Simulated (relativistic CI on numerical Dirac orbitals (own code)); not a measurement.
Ti3+: 3p photoemission

Computed with this model: Dirac-Coulomb-Breit CI, orbitals from a KLI potential per configuration, model QED, valence Slater integrals scaled by 0.9, multiplet model of photoemission in the sudden approximation; configurations [Ar] 3d → [Ne] 3s2 3p5 3d; 300 K; Lorentzian 0.56 eV and Gaussian 0.6 eV FWHM. Energies are those of the free ion, without screening or charge transfer. The energies are binding energies and can lie tens of eV above those of solids. S is read from ⟨S²⟩ = S(S + 1).

Field parameters in Wybourne normalisation: D3d B²₀ = −7Dσ, B⁴₀ = −14Dq − 21Dτ, B⁴₃ = −14√(10/7) Dq; D4h B²₀ = −7Ds, B⁴₀ = 21(Dq − Dt), B⁴₄ = 21√(5/14) Dq; Oh B⁴₀ = 21Dq, B⁴₄ = √(5/14) B⁴₀; Td as Oh with Dq negative (B⁴₀ = 21Dq, B⁴₄ = √(5/14) B⁴₀). The field is a parameter set, without covalency.

Computed curve for free ion, scaled to 100 at the maximum (points under 2 are left out and the grid is thinned):

Energy (eV), Intensity and a bar:
```
     74.1        2.1 
     74.3        2.5 
     74.5        2.9 
     74.7        3.5 
     74.9        4.4 #
     75.0        5.0 #
     75.2        6.8 ##
     75.4       10.1 ###
     75.6       15.9 ####
     75.8       24.9 #######
     76.0       35.3 ##########
     76.2       42.0 #############
     76.4       41.1 ############
     76.5       38.3 ###########
     76.7       32.0 #########
     76.9       29.6 #########
     77.1       34.8 ##########
     77.3       48.7 ###############
     77.5       68.4 #####################
     77.7       85.7 ##########################
     77.9       89.9 ############################
     78.1       77.2 ########################
     78.2       66.7 ####################
     78.4       45.1 ##############
     78.6       29.2 #########
     78.8       20.5 ######
     79.0       17.0 #####
     79.2       17.0 #####
     79.4       20.5 ######
     79.6       29.0 ########
     79.7       36.0 ###########
     79.9       56.2 #################
     80.1       80.5 #########################
     80.3       97.6 ##############################
     80.5       97.5 ##############################
     80.7       80.6 #########################
     80.9       56.7 #################
     81.1       35.8 ###########
     81.2       27.9 ########
     81.4       17.3 #####
     81.6       11.5 ###
     81.8        8.2 ##
     82.0        6.2 #
     82.2        4.9 #
     82.4        4.0 #
     82.6        3.3 
     82.8        2.8 
     82.9        2.6 
     83.1        2.3 
     83.3        2.0 
     92.0        2.8 
     92.2        4.7 #
     92.4        7.9 ##
     92.6       11.5 ###
     92.8       13.3 ####
     92.9       12.9 ###
     93.1       10.1 ###
     93.3        6.5 #
     93.5        3.8 #
     93.7        2.3
```

The ground state has S = 0.50, and the centroid lies at 79.46 eV.
